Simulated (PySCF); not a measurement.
Compound: CH8OP2Si.
Z-matrix (Å and degrees, PBE0-D3(BJ)/def2-SVP geometry), rows numbered from 1:
```
C 
O   1  1.4026
Si  2  1.6664  1  124.00
P   3  2.2679  2  108.91  1   -58.20
P   3  2.2509  2  109.28  1   178.39
H   1  1.1054  2  111.77  3   -67.80
H   1  1.1056  2  112.09  3    53.59
H   1  1.1004  2  108.64  3   173.02
H   3  1.4993  2  110.65  1    58.71
H   4  1.4292  3   92.56  2  -178.49
H   4  1.4293  3   94.25  2   -84.27
H   5  1.4302  3   93.19  2   -46.81
H   5  1.4294  3   92.15  2    46.85
```

Linear response at wB97X-D/def2-SVPD (PySCF, frozen core in the response, non-relativistic).

Static isotropic polarisability: 99.50 au (14.74 Å³), principal values 83.2, 99.8, 115.4 au.

(1) What is the polarisability at 1064 nm and at the sodium D line?

(2) What is the isotropic C6 coefficient between two such molecules, C6 = (3/π)∫α(iω)² dω?

(3) Which effective excitation energy ω̄ makes London's formula C6 = (3/4)α²ω̄ exact here?

(4) How many electrons N does the Slater–Kirkwood formula C6 = (3/4)·√N·α^(3/2) need to give this C6?

(5) What three-body coefficient follows from the one-pole estimate C9 = (3/4)·α·C6?

(6) How anisotropic is the static polarisability, by Δα² = ½[(α1 − α2)² + (α2 − α3)² + (α3 − α1)²]?

(7) The lowest 6 singlets have (eV, f): 6.26, 0.009; 6.53, 0.062; 6.59, 0.025; 6.90, 0.025; 7.08, 0.031; 7.15, 0.342. What share of the static polarisability do they carry in the sum over states α = Σ f/ω²?

(8) What n − 1 at the D line would an ideal gas of it have at 273.15 K and 1 atm (2.6868 × 10¹⁹ cm⁻³), by n − 1 = 2π·N·α′?

(9) What molar refraction at the D line follows from R = (4π/3)·N_A·α′, with α′ the polarisability volume?

Results:

(1) 100.64 au at 1064 nm (+1.2 %), 103.38 au at 589.3 nm (+3.9 %). The rise at 589.3 nm is 3.39 times that at 1064 nm; a pure ω² law gives 3.26. The lowest singlet lies at 198 nm, shorter than both wavelengths.

(2) 3353 au (Eh·bohr⁶) by a ten-point quadrature over imaginary frequencies, which is 2000 eV·Å⁶ or 193 J·nm⁶/mol.

(3) ω̄ = 4·C6/(3α²) = 0.452 Eh = 12.3 eV. A one-pole form α(ω) = α/(1 − ω²/ω̄²) fitted to the 1064 nm value gives 10.9 eV.

(4) N = (4·C6/3)²/α³ = 20.3; the species has 66 electrons in all.

(5) 250000 au. This is an estimate from the two numbers above, not a computed integral.

(6) Δα = 27.9 au, or 0.28 of the isotropic value.

(7) 7.48 au, 7.5 % of α; the largest term, 4.96 au, is that of the state at 7.15 eV. Their oscillator strengths add up to 0.49. Higher states carry the rest.

(8) 25.86 × 10⁻⁴, a formal value whether or not that pressure can be reached.

(9) α′ = 15.32 Å³ gives R = 38.64 cm³/mol, for isolated, non-vibrating species.

Hardware: one thread of an x86-64 server, shared host. Cost: 44 s of wall time. This is the whole response run at wB97X-D/def2-SVPD, SCF included.

One conformer stands for the species.

The pairwise dispersion term of wB97X-D wasn't added to the energies; at a given geometry it leaves orbitals and properties as they are.
